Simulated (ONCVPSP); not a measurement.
Debugging a pseudopotential input (nitrogen, ONCVPSP 4.0.1)

Command:

```bash
oncvpsp.x < N.dat > N.out
```

Input:

```
# ATOM AND REFERENCE CONFIGURATION
# atsym  z   nc   nv     iexc    psfile
  N 7.00    0    3  -001012      upf
#
#   n    l    f
    1    0    2.00
    2    0    2.00
    2    1    3.00
#
# PSEUDOPOTENTIAL AND OPTIMIZATION
# lmax
    1
#
#   l,   rc,      ep,       ncon, nbas, qcut
    0    0.75    0.00    4    8    6.90
    1    1.95    0.00    4    8    8.30
#
# LOCAL POTENTIAL
# lloc, lpopt,  rc(5),   dvloc0
    0    5    0.75    0.00
#
# VANDERBILT-KLEINMAN-BYLANDER PROJECTORs
# l, nproj, debl
    0    0    1.40
    1    1    3.20
#
# MODEL CORE CHARGE
# icmod, fcfact, rcfact
    0    0.00    0.00
#
# LOG DERIVATIVE ANALYSIS
# epsh1, epsh2, depsh
   -2.00    5.00    0.02
#
# OUTPUT GRID
# rlmax, drl
    6.00    0.01
#
# TEST CONFIGURATIONS
# ncnf
    4
# nvcnf
#   n    l    f
    2
    2    0    2.00
    2    1    2.00
#
    2
    2    0    2.00
    2    1    1.00
#
    2
    2    0    2.00
    2    1    0.00
#
    2
    2    0    0.00
    2    1    5.00
#
```

Output (end):

```
scalar-relativistic version 4.0.1

#   n    l    f        energy (Ha)
    1    0    2.00    -1.4020212E+01
    2    0    2.00    -6.7696345E-01
    2    1    3.00    -2.6603821E-01

Reference configufation results
  iterations    22
  all-electron total energy (Ha)   -5.40545669D+01

Begin loop to  construct optimized pseudo wave functions
and semi-local pseudopoentials for all angular momenta

Calculating optimized projector #   1

 for l=   0

    Fraction of norm inside rc  0.995609
    Optimizing pswf for qcut=   6.90 a_B^-1,  ecut=  23.82 Ha
    Residual kinetic energy error=  1.60D+00 Ha

    Energy error per electron        Cutoff
         Ha          eV             Ha
         0.01000     0.27211      315.30
         0.00100     0.02721      417.70
         0.00010     0.00272      590.18

Calculating optimized projector #   1

 for l=   1

    Fraction of norm inside rc  0.770073
    Optimizing pswf for qcut=   8.29 a_B^-1,  ecut=  34.39 Ha
    Residual kinetic energy error=  1.06D-08 Ha

    Energy error per electron        Cutoff
         Ha          eV             Ha
         0.01000     0.27211       14.95
         0.00100     0.02721       19.82
         0.00010     0.00272       23.97
         0.00001     0.00027       27.31

Construct Vanderbilt / Kleinmman-Bylander projectors
oncvpsp: lschvkbb ERROR   2   0 100
```

Question: This input was made by a single change from one that runs to its end. What was changed?

Answer: The change: 1 shell moved into the valence by nc and nv alone. The program stops during the generation: "oncvpsp: lschvkbb ERROR 2 0 100".
